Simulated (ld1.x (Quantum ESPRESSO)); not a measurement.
# Scattering properties, PAW potential for antimony

Sb (Z = 51), PAW, made with ld1.x (Quantum ESPRESSO) 7.5 (PBE, scalar-relativistic). Core [Ar] 3d10, reference 4s2 4p6 4d10 5s1.75 5p3.25. Waves: 4s (bound): rcut 1.00, rcutus 1.20 bohr; 5s (bound): rcut 1.00, rcutus 1.20 bohr; 4p (bound): rcut 1.50, rcutus 1.70 bohr; 5p (bound): rcut 1.50, rcutus 1.70 bohr; 4d (bound): rcut 0.80, rcutus 0.90 bohr; 4d channel at 1.8 Ry: rcut 0.80, rcutus 0.90 bohr. Local part: all-electron potential smoothed inside 1.05 bohr (lloc = -1). Core correction: a·sin(br)/r model core inside 0.40 bohr. Augmentation charge: BG, radius 0.60 bohr.

The phase is arctan(r·u′/u) with u = r·R(r), unwrapped; energies in Ry, scanned from -13 to 5 Ry. A pole is an energy at which the radial function vanishes at the test radius. The pseudo phase is shifted by a multiple of π to meet the all-electron one at the reference energy, and phase errors are pseudo minus all-electron; the curves can meet again beyond the range given. Levels narrower than the energy grid can be missing from the lists of poles.

Question: For each channel, where are the poles, and over which energies does the pseudopotential scatter like the atom?

Answer:

| channel | radius (bohr) | reference energy (Ry) | poles, all-electron | poles, pseudo | unbroken range about the reference energy with phases within 0.05 rad | phase error 1 Ry above the reference energy (rad) |
| --- | --- | --- | --- | --- | --- | --- |
| s | 1.84 | -0.96 | -10.89, 4.82 | -10.90, 4.59 | above -11.0 | -0.003 |
| p | 1.84 | -0.37 | -7.35 | -7.35 | the whole range | -0.006 |
| d | 1.84 | -2.49 | -1.97 | -1.97 | the whole range | +0.000 |

Phases in the d channel:

```csv
E (Ry),all-electron,pseudo
-13.00,1.415,1.415
-12.52,1.412,1.412
-12.04,1.409,1.409
-11.56,1.405,1.405
-11.08,1.401,1.401
-10.60,1.397,1.397
-10.12,1.392,1.392
-9.64,1.387,1.387
-9.16,1.381,1.381
-8.68,1.375,1.375
-8.20,1.368,1.368
-7.72,1.361,1.361
-7.24,1.351,1.351
-6.76,1.341,1.341
-6.28,1.329,1.329
-5.80,1.313,1.313
-5.32,1.294,1.294
-4.84,1.267,1.267
-4.36,1.228,1.228
-3.88,1.159,1.159
-3.40,1.000,1.000
-2.92,0.260,0.259
-2.44,-1.276,-1.276
-1.96,-1.575,-1.575
-1.48,-1.679,-1.679
-1.00,-1.740,-1.740
-0.52,-1.786,-1.786
-0.04,-1.829,-1.829
0.44,-1.873,-1.873
0.92,-1.924,-1.924
1.40,-1.987,-1.987
1.88,-2.072,-2.072
2.36,-2.193,-2.193
2.84,-2.382,-2.382
3.32,-2.689,-2.689
3.80,-3.149,-3.150
4.28,-3.639,-3.640
4.76,-3.989,-3.990
```
